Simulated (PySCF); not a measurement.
Z-matrix (Å, degrees):
```
Si
N 1 1.7316
H 2 1.0079 1 120.87
H 2 1.0096 3 111.53 1 145.38
N 1 1.7318 2 107.63 3 -91.99
H 5 1.0080 1 120.75 2 152.09
H 5 1.0096 6 111.54 1 145.43
N 1 1.7321 2 107.60 3 152.23
H 8 1.0080 1 120.79 2 -91.99
H 8 1.0096 9 111.46 1 145.29
```
Charge 0, spin multiplicity 2.

### Question
Predict the highest occupied spin orbital, dipole moment and total energy from PBE-D3(BJ)/def2-TZVP // B3LYP-D3(BJ)/def2-TZVP run with PySCF.

### Answer

- highest occupied spin orbital: -3.44 eV
- dipole moment: 0.05 D
- total energy: -12439.55 eV
